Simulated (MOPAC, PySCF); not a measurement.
C3H8Si, SMILES `C(C)[SiH]=C` (C–Si–C–C torsion 1°), neutral singlet in the gas phase. 

Cartesian coordinates (Å):
```xyz
12

C      1.9703     0.7027     0.1807
Si     1.0741    -0.7311     0.0101
C     -0.7864    -0.8065    -0.1253
C     -1.4642     0.5565    -0.0400
H      1.5085     1.6824     0.2230
H      3.0516     0.6936     0.2551
H      1.7513    -2.0494    -0.0435
H     -1.1541    -1.4746     0.6620
H     -1.0346    -1.3063    -1.0688
H     -2.5492     0.4638    -0.1261
H     -1.2454     1.0489     0.9098
H     -1.1218     1.2199    -0.8370
```
Charge 0, spin multiplicity 1.

All levels are single points at this geometry (PBE0-D3(BJ)/def2-TZVP); Pople sets use spherical d functions. Orbital energies aren't observables, and empty levels follow the basis.

```json
[
 {"level": "PBE-D3(BJ)/def2-TZVP in PySCF", "HOMO (eV)": "-5.24", "LUMO (eV)": "-1.46", "gap (eV)": "3.78", "dipole (D)": "1.66", "vertical IE, Delta-SCF (eV)": "–"},
 {"level": "PBE0-D3(BJ)/def2-TZVP in PySCF", "HOMO (eV)": "-6.21", "LUMO (eV)": "-0.61", "gap (eV)": "5.59", "dipole (D)": "1.76", "vertical IE, Delta-SCF (eV)": "–"},
 {"level": "B3LYP/3-21G in PySCF", "HOMO (eV)": "-5.89", "LUMO (eV)": "-0.29", "gap (eV)": "5.59", "dipole (D)": "1.21", "vertical IE, Delta-SCF (eV)": "–"},
 {"level": "B3LYP/LANL2DZ in PySCF", "HOMO (eV)": "-6.03", "LUMO (eV)": "-0.64", "gap (eV)": "5.39", "dipole (D)": "1.46", "vertical IE, Delta-SCF (eV)": "–"},
 {"level": "BP86/6-31G* in PySCF", "HOMO (eV)": "-5.12", "LUMO (eV)": "-1.16", "gap (eV)": "3.96", "dipole (D)": "1.36", "vertical IE, Delta-SCF (eV)": "–"},
 {"level": "M06-2X/6-31G* in PySCF", "HOMO (eV)": "-7.08", "LUMO (eV)": "0.54", "gap (eV)": "7.62", "dipole (D)": "1.44", "vertical IE, Delta-SCF (eV)": "–"},
 {"level": "SVWN5/6-31G* in PySCF", "HOMO (eV)": "-5.14", "LUMO (eV)": "-1.22", "gap (eV)": "3.92", "dipole (D)": "1.37", "vertical IE, Delta-SCF (eV)": "8.43"},
 {"level": "HF/3-21G in PySCF", "HOMO (eV)": "-8.18", "LUMO (eV)": "3.20", "gap (eV)": "11.37", "dipole (D)": "1.42", "vertical IE, Delta-SCF (eV)": "–"},
 {"level": "HF/STO-3G in PySCF", "HOMO (eV)": "-5.51", "LUMO (eV)": "7.79", "gap (eV)": "13.30", "dipole (D)": "1.44", "vertical IE, Delta-SCF (eV)": "–"},
 {"level": "AM1 in MOPAC", "HOMO (eV)": "-8.90", "LUMO (eV)": "-0.21", "gap (eV)": "8.69", "dipole (D)": "0.33", "vertical IE, Delta-SCF (eV)": "–"},
 {"level": "PM3 in MOPAC", "HOMO (eV)": "-8.39", "LUMO (eV)": "-0.36", "gap (eV)": "8.03", "dipole (D)": "0.58", "vertical IE, Delta-SCF (eV)": "–"},
 {"level": "PM6 in MOPAC", "HOMO (eV)": "-7.94", "LUMO (eV)": "0.01", "gap (eV)": "7.95", "dipole (D)": "2.56", "vertical IE, Delta-SCF (eV)": "–"},
 {"level": "PM7 in MOPAC", "HOMO (eV)": "-9.22", "LUMO (eV)": "-0.69", "gap (eV)": "8.54", "dipole (D)": "0.56", "vertical IE, Delta-SCF (eV)": "–"}
]
```
